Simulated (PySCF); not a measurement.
Li(Cl) cation (ClLi), SMILES [Cl][Li] (connectivity only; charge and spin as stated), charge +1, multiplicity 2.

The structure is a stationary point at PBE0-D3(BJ)/def2-TZVPD. The spin state was assumed, not searched.

Computed with PBE0-D3(BJ)/def2-TZVPD run with PySCF.

Frequencies are harmonic and unscaled.

Computed harmonic wavenumbers and intensities:
| mode | ν (cm⁻¹) | IR (km/mol) | moving atoms (share of kinetic energy) |
|---|---|---|---|
| 1 | 319 | 140.0 | Li 84 %, Cl 16 % |
